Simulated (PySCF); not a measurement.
**Exercise with solution: refractive index and permittivity of the vapour**

Be(OMe)(NH2) (CH₅BeNO), SMILES C[O][Be][NH2].

Geometry optimised at PBE-D3(BJ)/def2-SVP. One conformer was computed; it need not be the lowest.

PBE/def2-TZVPD (PySCF) gives a mean static polarisability of 46.1 bohr³ and a dipole moment of 0.79 D. Take an ideal gas at 298.15 K and 1 bar, whether or not the substance is that volatile.

Q: Work out n − 1 in the optical limit and the static ε − 1.

A: 
Polarisability volume α' = 46.1 × 0.148185 = 6.83 Å³. Number density N = p/kT = 2.43e-5 Å⁻³.
Dilute limit of Lorentz–Lorenz: n − 1 = 2π N α' = 0.0010.
Orientation term of Debye: μ²/(3kT) = 8.098 Å³ × μ²(D²) = 5.05 Å³.
ε − 1 = 4π N (α' + μ²/3kT) = 0.0036. Orientation of the dipole supplies 43 % of the static response; it can't follow optical fields. Vibrational polarisation and dispersion are left out.
